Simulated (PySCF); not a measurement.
H4Se2Si, SMILES [SiH2]([SeH])[SeH] at its PBE0/def2-SVP optimised geometry (Å):

```
7

Se     1.5772    -0.8493     0.0000
Si    -0.7052    -0.8493     0.0000
Se    -1.6594     1.2241     0.0000
H      1.6594    -0.0362     1.2239
H     -1.2772    -1.4926     1.2174
H     -1.0503    -1.6381    -1.2173
H     -0.9565     1.6381    -1.2249
```

Calculation: PySCF 2.14.0 with PBE0/def2-TZVP. Cells within 0.4 Å of a nucleus heavier than hydrogen are left out (blank, or x).

Map of the HOMO−1 amplitude (bohr^(-3/2)) on the plane z = 0.0 Å; orbital energy -7.43 eV, overall sign arbitrary:

```
|4444455555555555554444444444444|
|4444555555555555555444444444444|
|4444555555555555555544444444444|
|4444555555555555555555444444444|
|4444555556666555555555544444444|
|4444555566666655555555555444444|
|4444455667777665555555555554444|
|4444445678888766555555555555544|
|4444444578998776655555555555554|
|444433345x899876655555555555555|
|44433223xxx89876655555555555555|
|44432102xxx78766666666655555555|
|4443210024456666666666666555555|
|4443210001245666666777776655555|
|4443321101234556666788887665555|
|4443332212234555566899998765555|
|4444333322334555556789998765555|
|444444333333xx544455xx688765555|
|44444444444xxx433334xxx66655555|
|444444444555xx332212xxx45555555|
|4444444555565433210012234445554|
|4444445555665543221000123444444|
|4444455555555543321111123444444|
|4444555555555544332222233444444|
|4444555555555544433333334444444|
|4444555555555544443333344444444|
|4444555555555444444444444444444|
|4444455555555444444444444444444|
|4444445555554444444444444444444|
|4444444445544444444444444444444|
|4444444444444444444444444444444|
```
Scale: ten equal steps from -0.115 (start of '0') to 0.118 (end of '9'), in the order '0123456789'; x runs from -4.00 to 4.00, y from -4.00 (bottom) to 4.00 (top).
